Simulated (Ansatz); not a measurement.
Ansatz (an electronic-structure program) input file for CH7NOSi, SMILES CO[SiH2]N, PBE/def2-SVPD. Coordinates come from a B3LYP-D3(BJ)/def2-SVP optimisation. The values are those of a single conformer.

Ansatz 0.2 input:
```yaml
crystal:
  periodic: [false, false, false]
  atoms:
    - {symbol: Si, position_ang: [0.47702071, 0.52298927, 0.00000000]}
    - {symbol: N, position_ang: [-0.39536315, 2.00262910, -0.00000000]}
    - {symbol: O, position_ang: [-0.53650359, -0.80857367, 0.00000000]}
    - {symbol: C, position_ang: [-0.09066023, -2.14160096, -0.00000001]}
    - {symbol: H, position_ang: [1.32200359, 0.48076788, -1.22946949]}
    - {symbol: H, position_ang: [1.32200360, 0.48076788, 1.22946947]}
    - {symbol: H, position_ang: [-0.89503150, 2.29337444, 0.83515973]}
    - {symbol: H, position_ang: [-0.89503151, 2.29337444, -0.83515972]}
    - {symbol: H, position_ang: [0.51807221, -2.37901466, -0.89447961]}
    - {symbol: H, position_ang: [0.51807221, -2.37901466, 0.89447961]}
    - {symbol: H, position_ang: [-0.96484636, -2.81231361, 0.00000001]}
basis:
  gaussian:
    orbitals: def2-SVPD
hamiltonian:
  xc: {name: PBE}
```

Program output:

```
WARN ansatz: RAYON_NUM_THREADS=1 ignored (pool sized by the plan → 1); use --threads N
Functional definition: PBE
integrals: 0.07 GiB planned
1205 factors; their error is unknown
mean field: 0.48 GiB planned
mean field evaluation 1: about -12539.0678 eV, gradient 7.9e1 eV
mean field evaluation 2: about -12491.5884 eV, gradient 1.6e2 eV
mean field evaluation 4: about -12551.3967 eV, gradient 1.6e1 eV
mean field evaluation 8: about -12551.8992 eV, gradient 1.6e-1 eV
mean field evaluation 16: about -12551.8505 eV, gradient 7.2e-5 eV
mean field -12551.85050608 eV, -461.2719981486 hartree, gradient 7.2e-5 eV, S^2 0.000000; 0 other end points of the search recorded, 0 dependent functions left out
reference -12551.85054947 eV, -461.2719997431 hartree; 21, 21 occupied and 122, 122 virtual orbitals, 1205 factors
Total energy: -12551.85054947 eV, -461.2719997431 hartree
```

Self-consistency was reached.
